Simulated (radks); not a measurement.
Values are calculated unless marked as measured or tabulated.
Dipole-allowed excitations along the series with 18 electrons in [Ar]. Level of theory: non-relativistic Kohn-Sham, exchange-only LDA, spin-unpolarised, spherical densities, point nucleus (a radial shooting solver on a logarithmic mesh with Libxc functionals). Time-dependent linear response with the Hartree and adiabatic exchange-only LDA kernel, continuum included through the Sternheimer equations. Lines are the poles of the dipole polarisability below minus the highest occupied eigenvalue, found on a grid refined at the orbital gaps; the lowest seven at most are given, and weak or close lines can be missed. The first line takes the name of the lowest orbital gap if no other gap lies below it; otherwise a line is named after a gap within 0.6 % of it, if that gap stands alone.

species,-e(HOMO) (eV),lowest orbital gap (eV),first line (eV),f,strongest line (eV),its f,static alpha (bohr^3)
Ca2+,41.479,3p-3d 26.655,28.004 (3p-4s),0.445,32.787 (unassigned),2.82,3.412
Sc3+,62.858,3p-3d 31.757,39.186 (3p-4s),0.937,41.409 (unassigned),3.54,2.197
Ti4+,87.506,3p-3d 36.480,48.153 (3p-3d),4.30,the first,4.30,1.516
V5+,115.35,3p-3d 40.994,54.376 (3p-3d),3.82,the first,3.82,1.098
